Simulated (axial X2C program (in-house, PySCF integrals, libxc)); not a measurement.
# RuGe along the bond: PBE0, without spin–orbit coupling

Calculated with an axial X2C code built on PySCF integrals. Spin-free means the one-electron spin-free X2C Hamiltonian. Basis: Ru dyall-cv3z [12s12p8d5f3g], Ge dyall-cv3z [9s9p7d4f1g] (cores contracted in-house); Gaussian nuclei, density fitting, unrestricted open shells. Masses: Ru 101.904 u, Ge 73.921 u.

State: M_S = 1, Λ = 2 (beyond evenly filled blocks: σα, δ+α, δ+β, δ-α). Dipoles are positive if Ge is the positive end.

```json
{"R (Å)": "1.907", "μ (D)": "-0.884", "HOMO (eV)": "-5.03", "LUMO (eV)": "-2.48", "⟨S²⟩": "2.032"}
{"R (Å)": "1.995", "μ (D)": "-0.988", "HOMO (eV)": "-5.10", "LUMO (eV)": "-2.48", "⟨S²⟩": "2.061"}
{"R (Å)": "2.061", "μ (D)": "-1.041", "HOMO (eV)": "-5.15", "LUMO (eV)": "-2.46", "⟨S²⟩": "2.103"}
{"R (Å)": "2.126", "μ (D)": "-1.084", "HOMO (eV)": "-5.19", "LUMO (eV)": "-2.44", "⟨S²⟩": "2.175"}
{"R (Å)": "2.192", "μ (D)": "-1.122", "HOMO (eV)": "-5.23", "LUMO (eV)": "-2.43", "⟨S²⟩": "2.276"}
{"R (Å)": "2.269", "μ (D)": "-1.164", "HOMO (eV)": "-5.27", "LUMO (eV)": "-2.41", "⟨S²⟩": "2.417"}
{"R (Å)": "2.345", "μ (D)": "-1.199", "HOMO (eV)": "-5.30", "LUMO (eV)": "-2.41", "⟨S²⟩": "2.563"}
{"R (Å)": "2.444", "μ (D)": "-1.231", "HOMO (eV)": "-5.37", "LUMO (eV)": "-2.41", "⟨S²⟩": "2.745"}
{"R (Å)": "2.565", "μ (D)": "-1.249", "HOMO (eV)": "-5.43", "LUMO (eV)": "-2.47", "⟨S²⟩": "2.944"}
{"R (Å)": "2.740", "μ (D)": "-1.237", "HOMO (eV)": "-5.32", "LUMO (eV)": "-2.74", "⟨S²⟩": "3.187"}
```

**Question.** The minimum lies at 2.188 Å. What is the dipole moment there, and its slope?

**Answer.** At PBE0, spin-free, with the sign and origin stated: μ = -1.12 D, dμ/dR = -0.56 D/Å.

The state is a single determinant with fixed occupations, the lowest that a limited PBE0 search found. Other states lie close and PBE0, whose exact exchange favours high spin, may order them wrongly; the determinant shown need not be the ground state. The nearest other spin-free determinant of the search, M_S = 1, Λ = 0, lies 0.29 eV up at the distance of the search. The functionals have no current-density term, which raises determinants with orbital currents, atoms included. The determinant is spin-polarised beyond a pure state at some levels (its spin-free form has ⟨S²⟩ too high), which makes Re and μ there less reliable.
